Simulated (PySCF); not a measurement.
Magnetisability: SMILES C1=PC(C#C)=C(OC)S1, C$_{6}$H$_{5}$OPS

Cartesian coordinates in Å; atom numbers follow the order of the lines, from 1:
```xyz
14

C    -0.5263    3.2714    0.0096
C     0.0283    2.2113   -0.0948
C     0.7167    0.9893   -0.2276
P     2.4402    0.9312   -0.6758
C     2.4915   -0.7659   -0.6231
S     1.0644   -1.6342   -0.2157
C     0.0880   -0.2137   -0.0169
O    -1.2078   -0.2987    0.3253
C    -1.7447   -1.5850    0.5156
H    -1.0194    4.1919    0.1032
H     3.3620   -1.3623   -0.8270
H    -2.7888   -1.4395    0.7845
H    -1.6787   -2.1809   -0.4011
H    -1.2261   -2.1154    1.3216
```

Method: GIAO KT3/pcSseg-1 magnetisability, rotational g tensor and spin-rotation constants, non-relativistic, gas phase (PySCF). Geometry: GFN2-xTB.

(1) What are the magnetisability and the molar susceptibility?

(2) Split it along the inertial axes a, b, c into diamagnetic and paramagnetic parts about the centre of mass, with the quadrupole moment.

(3) And the rotational g tensor?

Results:

(1) Isotropic -1509 × 10⁻³⁰ J/T², or -90.9 × 10⁻⁶ cm³/mol; principal values -1930, -1352, -1245 × 10⁻³⁰ J/T², anisotropy 638 × 10⁻³⁰ J/T² (root of half the summed squared differences of the principal values). The susceptibility is in cgs units.

(2) 
```
axis  χ (10⁻⁶ cm³/mol)  diamagnetic (10⁻⁶ cm³/mol)  paramagnetic (10⁻⁶ cm³/mol)  summed x² of all electrons (Å²)  quadrupole Θ (D Å)
   a             -81.3                      -904.9                        823.6                            221.3               +5.25
   b             -75.1                     -1006.6                        931.5                            197.4               +4.23
   c            -116.2                     -1776.4                       1660.2                             15.9               -9.49
```
Anisotropies 2χaa − χbb − χcc = +28.7 and 2χbb − χaa − χcc = +47.4 × 10⁻⁶ cm³/mol. Θ is traceless in Buckingham's convention.

(3) 
| axis | rotational constant (GHz) | g | nuclear part | electronic part |
| --- | --- | --- | --- | --- |
| a | 1.4691 | -0.0222 | 0.5462 | -0.5684 |
| b | 1.3044 | -0.0232 | 0.5476 | -0.5709 |
| c | 0.6940 | +0.0037 | 0.5450 | -0.5413 |

Asymmetric top; isotopes 12C, 1H, 16O, 31P, 32S; no vibrational averaging.
